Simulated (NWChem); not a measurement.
Program: NWChem. System: C₂H₅O, charge 0, spin multiplicity 2, at a geometry optimised with UPBE0/def2-SVP. The structure started from a generated list of species. Its SCF solution wasn't tested for a lower state. Level: UHF/def2-TZVP.

Input file:

```
start mol
memory heap 200 mb stack 900 mb global 1100 mb
geometry units angstroms nocenter noautoz noautosym
  C      1.235298     0.240446     0.052722
  C     -0.044564    -0.498593     0.169144
  O     -1.157513     0.234409    -0.271754
  H      1.374451     0.932272    -0.783177
  H      2.105115    -0.037489     0.653250
  H     -0.019603    -1.411679    -0.460869
  H     -0.172799    -0.869350     1.209023
  H     -1.171464     1.059853     0.224608
end
basis spherical
  * library def2-tzvp
end
scf
  uhf
  nopen 1
  maxiter 100
  thresh 1e-7
  semidirect memsize 60000000 filesize 0
  # guess.movecs holds the orbitals of an unrestricted PBE0 run
  vectors input guess.movecs output mol.movecs
end
task scf energy
```

Part of the output:

```
             Northwest Computational Chemistry Package (NWChem) 7.3.0
             --------------------------------------------------------

                                NWChem Input Module
                                -------------------

 Scaling coordinates for geometry "geometry" by  1.889725989
 (inverse scale =  0.529177249)

                             Geometry "geometry" -> ""
                             -------------------------

 Output coordinates in angstroms (scale by  1.889725989 to convert to a.u.)

  No.       Tag          Charge          X              Y              Z
 ---- ---------------- ---------- -------------- -------------- --------------
    1 C                    6.0000     1.23529800     0.24044600     0.05272200
    2 C                    6.0000    -0.04456400    -0.49859300     0.16914400
    3 O                    8.0000    -1.15751300     0.23440900    -0.27175400
    4 H                    1.0000     1.37445100     0.93227200    -0.78317700
    5 H                    1.0000     2.10511500    -0.03748900     0.65325000
    6 H                    1.0000    -0.01960300    -1.41167900    -0.46086900
    7 H                    1.0000    -0.17279900    -0.86935000     1.20902300
    8 H                    1.0000    -1.17146400     1.05985300     0.22460800

 Effective nuclear repulsion energy (a.u.)      75.1497546529

            Nuclear Dipole moment (a.u.)
            ----------------------------
        X                 Y               Z
 ---------------- ---------------- ----------------
     0.0000000000    -0.0000056692    -0.0000018897


 Summary of "ao basis" -> "" (spherical)
 ------------------------------------------------------------------------------
       Tag                 Description            Shells   Functions and Types
 ---------------- ------------------------------  ------  ---------------------
 *                         def2-tzvp                  on all atoms

 Summary of "ao basis" -> "ao basis" (spherical)
 ------------------------------------------------------------------------------
       Tag                 Description            Shells   Functions and Types
 ---------------- ------------------------------  ------  ---------------------
 C                         def2-tzvp                11       31   5s3p2d1f
 O                         def2-tzvp                11       31   5s3p2d1f
 H                         def2-tzvp                 4        6   3s1p

                                 NWChem SCF Module
                                 -----------------

  ao basis        = "ao basis"
  functions       =   123
  atoms           =     8
  alpha electrons =    13
  beta  electrons =    12
  charge          =   0.00
  wavefunction    = UHF
  use symmetry    = F
  symmetry adapt  = F

 Summary of "ao basis" -> "ao basis" (spherical)
 ------------------------------------------------------------------------------
       Tag                 Description            Shells   Functions and Types
 ---------------- ------------------------------  ------  ---------------------
 C                         def2-tzvp                11       31   5s3p2d1f
 O                         def2-tzvp                11       31   5s3p2d1f
 H                         def2-tzvp                 4        6   3s1p

 Forming initial guess at       0.1s

 Starting SCF solution at       0.1s

 ----------------------------------------------
         Quadratically convergent UHF

 Convergence threshold     :          1.000E-07
[...]
   Bfn.  Coefficient  Atom+Function         Bfn.  Coefficient  Atom+Function
  ----- ------------  ---------------      ----- ------------  ---------------
    70      0.275551  3 O  pz                73      0.249214  3 O  pz
    68     -0.201956  3 O  px                76      0.197120  3 O  pz
   113     -0.188873  7 H  s                 71     -0.183572  3 O  px
    69     -0.156126  3 O  py

 Vector   13  Occ=0.000000D+00  E= 1.026578D-01
              MO Center=  7.4D-01,  5.1D-01,  2.0D-01, r^2= 3.6D+00
   Bfn.  Coefficient  Atom+Function         Bfn.  Coefficient  Atom+Function
  ----- ------------  ---------------      ----- ------------  ---------------
    36      0.823766  2 C  s                120     -0.643613  8 H  s
    14     -0.573308  1 C  pz                 5     -0.467296  1 C  s
    67      0.433778  3 O  s                 13     -0.371802  1 C  py
   108     -0.357373  6 H  s                 12      0.234950  1 C  px
    45      0.210594  2 C  pz               114     -0.183547  7 H  s

 Vector   14  Occ=0.000000D+00  E= 1.555046D-01
              MO Center=  4.0D-02, -1.9D-01,  6.5D-01, r^2= 6.8D+00
   Bfn.  Coefficient  Atom+Function         Bfn.  Coefficient  Atom+Function
  ----- ------------  ---------------      ----- ------------  ---------------
    36      4.895916  2 C  s                114     -2.259754  7 H  s
   108     -1.477503  6 H  s                120     -1.137203  8 H  s
   102     -0.790575  5 H  s                 13      0.769733  1 C  py
    12      0.699779  1 C  px                96     -0.639278  4 H  s
     5     -0.606908  1 C  s                 35     -0.563951  2 C  s

 Vector   15  Occ=0.000000D+00  E= 1.851180D-01
              MO Center= -3.8D-01, -3.5D-02,  2.1D-01, r^2= 7.4D+00
   Bfn.  Coefficient  Atom+Function         Bfn.  Coefficient  Atom+Function
  ----- ------------  ---------------      ----- ------------  ---------------
    36      3.114366  2 C  s                108     -2.153725  6 H  s
   120      1.448494  8 H  s                 67     -1.192629  3 O  s
   102     -1.158326  5 H  s                114     -1.013832  7 H  s
    12      0.827729  1 C  px                96      0.516995  4 H  s
     5     -0.494480  1 C  s                 44     -0.462877  2 C  py

 center of mass
 --------------
 x =  -0.08783744 y =   0.01353867 z =  -0.03503248

 moments of inertia (a.u.)
 ------------------
          48.787045909756           1.264795180782         -19.705306075967
           1.264795180782         184.913292862079           9.988336878404
         -19.705306075967           9.988336878404         202.783894964989

  Mulliken analysis of the total density
  --------------------------------------

    Atom       Charge   Shell Charges
 -----------   ------   -------------------------------------------------------
    1 C    6     6.33   0.85  1.12  0.49  0.67  0.15  1.20  1.33  0.44  0.02  0.04  0.00
    2 C    6     5.89   0.85  1.12  0.48  0.63  0.03  1.20  1.25  0.17  0.04  0.11  0.01
    3 O    8     8.54   0.79  1.18  0.56  0.96  0.31  1.85  2.05  0.80  0.00  0.03  0.00
    4 H    1     0.86   0.26  0.49  0.09  0.02
    5 H    1     0.87   0.26  0.49  0.10  0.02
    6 H    1     0.91   0.27  0.51  0.12  0.02
    7 H    1     0.92   0.27  0.51  0.13  0.02
    8 H    1     0.68   0.25  0.34  0.04  0.05

  Mulliken analysis of the alpha density
  --------------------------------------

    Atom       Charge   Shell Charges
 -----------   ------   -------------------------------------------------------
    1 C    6     3.78   0.43  0.56  0.26  0.36  0.10  0.79  0.92  0.33  0.01  0.02  0.00
    2 C    6     2.86   0.43  0.56  0.24  0.30  0.00  0.58  0.59  0.07  0.02  0.06  0.01
    3 O    8     4.27   0.40  0.59  0.28  0.48  0.15  0.93  1.03  0.40  0.00  0.02  0.00
    4 H    1     0.39   0.12  0.22  0.04  0.01
    5 H    1     0.39   0.12  0.22  0.04  0.01
    6 H    1     0.49   0.14  0.27  0.06  0.01
    7 H    1     0.47   0.14  0.26  0.06  0.01
    8 H    1     0.34   0.12  0.17  0.02  0.02

   Mulliken analysis of the beta density
   -------------------------------------

    Atom       Charge   Shell Charges
 -----------   ------   -------------------------------------------------------
    1 C    6     2.55   0.43  0.56  0.23  0.31  0.05  0.42  0.41  0.11  0.01  0.02  0.00
    2 C    6     3.02   0.43  0.56  0.24  0.33  0.02  0.62  0.65  0.10  0.02  0.05  0.01
    3 O    8     4.26   0.40  0.59  0.28  0.48  0.16  0.92  1.02  0.40  0.00  0.02  0.00
    4 H    1     0.47   0.14  0.27  0.06  0.01
    5 H    1     0.48   0.14  0.27  0.06  0.01
    6 H    1     0.42   0.12  0.24  0.05  0.01
    7 H    1     0.45   0.13  0.25  0.06  0.01
    8 H    1     0.34   0.12  0.17  0.02  0.02

   Mulliken analysis of the spin density
   -------------------------------------

    Atom       Charge   Shell Charges
 -----------   ------   -------------------------------------------------------
    1 C    6     1.23   0.00 -0.00  0.04  0.05  0.05  0.37  0.50  0.22 -0.00  0.00 -0.00
    2 C    6    -0.16  -0.00  0.00 -0.01 -0.03 -0.02 -0.04 -0.06 -0.03  0.00  0.02  0.00
    3 O    8     0.01   0.00 -0.00  0.00  0.00 -0.00  0.01  0.00 -0.00  0.00 -0.00 -0.00
    4 H    1    -0.08  -0.01 -0.05 -0.02  0.01
    5 H    1    -0.08  -0.02 -0.05 -0.02  0.01
    6 H    1     0.06   0.02  0.04  0.01 -0.00
    7 H    1     0.02   0.01  0.01  0.00 -0.00
    8 H    1     0.00  -0.00  0.00  0.00 -0.00

       Multipole analysis of the density wrt the origin
       ------------------------------------------------

     L   x y z        total         alpha         beta         nuclear
     -   - - -        -----         -----         ----         -------
     0   0 0 0      0.000000    -13.000000    -12.000000     25.000000

     1   1 0 0      0.469932     -0.846599      1.316531      0.000000
     1   0 1 0      0.160032     -0.147801      0.307839     -0.000006
     1   0 0 1      0.441660      0.125913      0.315750     -0.000002

     2   2 0 0    -15.785898    -60.106685    -54.274762     98.595549
     2   1 1 0     -1.033504     -0.860193      0.242509     -0.415819
     2   1 0 1     -1.064296     -5.423834     -5.274237      9.633776
     2   0 2 0    -12.986747    -20.180780    -17.876510     25.070543
     2   0 1 1      0.176222      2.857087      3.949149     -6.630014
     2   0 0 2    -14.580518    -14.318007    -12.917739     12.655227

 Task  times  cpu:       20.7s     wall:       20.7s

 Total times  cpu:       20.7s     wall:       20.7s
```
